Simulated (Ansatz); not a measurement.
BBr2, SMILES Br[B+]Br, charge +1.

The structure is a stationary point at TPSSh-D3(BJ)/def2-TZVP.

Two levels are set side by side: PBE/def2-SVPD (Ansatz, a program for electronic structure) and PBE0/def2-SVPD (Ansatz). Energy differences of separate SCF runs at the same geometry; the states with an electron removed or added have multiplicity 2 and 2. Differences are taken from unrounded values.

```csv
quantity,PBE0
vertical ionisation energy (eV),17.87
vertical electron affinity (eV),6.15
vertical singlet–triplet gap (eV),5.13
```

Question: What does PBE give, and how far is it from PBE0? (An estimate is asked for; the answer gives what the named calculation found.)

Answer: 
```
quantity                             PBE  PBE minus PBE0
---------------------------------  -----  --------------
vertical ionisation energy (eV)    17.60           -0.28
vertical electron affinity (eV)     6.00           -0.15
vertical singlet–triplet gap (eV)   4.94           -0.19
```
